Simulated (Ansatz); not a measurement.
Ansatz results at the PBE0-D4/def2-TZVP geometry: LUMO energy (ωB97M-V/def2-TZVPP) -0.12 eV; LUMO energy (B3LYP/def2-TZVPP) -2.14 eV; HOMO energy (B3LYP/def2-TZVPP) -8.42 eV.

Question: Which molecule gave them?
A. `C[N](C)[Ga]([N](C)C)[N](C)C`
B. `[GaH3]`
C. `[F][Ga]([SH])[Cl]`
D. `[OH][Ga]([SH])[Cl]`

Answer: B. The others give `[OH][Ga]([SH])[Cl]`: 0.70, -1.51, -7.86; `C[N](C)[Ga]([N](C)C)[N](C)C`: 2.04, 0.18, -5.55; `[F][Ga]([SH])[Cl]`: 0.35, -1.92, -8.20.

B3LYP here is the variant with VWN-RPA as its local correlation; programs differ in this.
